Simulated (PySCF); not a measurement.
**Dipole moment and polarisability of `CCn1nccc1F`**

C5H7FN2.
Numbering: `[CH3:1][CH2:2][n:3]1[n:4][cH:5][cH:6][c:7]1[F:8]` (hydrogens: H9, H10, H11 on C1; H12, H13 on C2; H14 on C5; H15 on C6)

Geometry (GFN2-xTB, Å), atoms numbered from 1 in this order:
```
atom  x, y, z in Å
C1     2.0886    0.2104   -0.3215
C2     1.1562   -0.6023    0.5726
N3    -0.2244   -0.3307    0.2665
N4    -0.9212   -1.0966   -0.5717
C5    -2.1149   -0.5493   -0.6741
C6    -2.2189    0.6104    0.1089
C7    -0.9775    0.7046    0.6846
F8    -0.4722    1.6005    1.5346
H9     1.9342    1.2753   -0.1632
H10    1.8991   -0.0210   -1.3666
H11    3.1224   -0.0285   -0.0898
H12    1.3091   -1.6712    0.4132
H13    1.3326   -0.3611    1.6246
H14   -2.8625   -0.9962   -1.2974
H15   -3.0551    1.2637    0.2347
```

Level: CAM-B3LYP/def2-SVPD (PySCF), static field, nuclei fixed, core orbitals frozen in the response. The polarisability tensor in these axes (au):

```
x   86.70 -3.25  6.12
y   -3.25 65.16  7.83
z    6.12  7.83 60.29
```

Q: Give the principal values, the mean and the anisotropy Δα = √{½[(α1 − α2)² + (α2 − α3)² + (α1 − α3)²]}.

A: Principal values 53.12, 70.87 and 88.16 au; mean 70.72 au = 10.48 Å³ = 11.66 × 10⁻⁴⁰ C²·m²/J; Δα = 30.35 au (43 % of the mean).

Q: What is the dipole moment, and where does it point?

A: (0.88, 0.49, 0.45) D, 1.11 D in size, pointing from the negative to the positive side. Measured along this direction, the outermost atoms are H14 at the negative end and H11 at the positive end.

Q: Refractivity n − 1 of an ideal gas of it at 400 K and 1 atm, from the electronic α?

A: N = p/kT = 1.8347 × 10¹⁹ cm⁻³, so n − 1 = 2π × N × 10.48 × 10⁻²⁴ cm³ = 1208 × 10⁻⁶ at long wavelengths.

Q: Directions of the eigenvectors, and the extent of the frame along each?

A: Largest value along (0.98, -0.07, 0.19), where the nuclei span 6.07 Å; middle along (-0.05, 0.82, 0.57), 3.62 Å; least along (-0.20, -0.57, 0.80), 2.69 Å. The response follows the extents in order.

Q: What molar refraction does this α imply?

A: Lorentz–Lorenz: R = (4π/3)N_A α = 2.5225 cm³/(mol·Å³) × 10.48 Å³ = 26.4 cm³/mol, in the limit of long wavelengths.

Q: Sum over states: ᾱ = Σ f/ω², ω in Eh. What share falls to these 8 lowest TDDFT singlets (eV, f)? 6.81, 0.0125; 6.86, 0.0851; 7.09, 0.0394; 7.09, 0.0643; 7.27, 0.0160; 7.60, 0.0005; 7.87, 0.0282; 8.09, 0.0217.

A: They add up to 3.88 au, 5.5 % of the 70.72 au; the largest single term is 1.34 au, from the state at 6.86 eV. Terms in order: 0.20, 1.34, 0.58, 0.95, 0.22, 0.01, 0.34, 0.25 au. Higher excitations give the rest. The strengths listed sum to 0.268.

Q: Traceless (Buckingham) quadrupole moment about the centre of nuclear charge: eigenvalues?

A: -8.51, -2.34, 10.84 D·Å. The values depend on the origin, since the dipole doesn't vanish. The electronic extent ⟨r²⟩ about the same centre is 887 bohr², a root-mean-square distance of 2.03 Å for the 60 electrons.

Isolated species at its GFN2-xTB geometry (one conformer only).
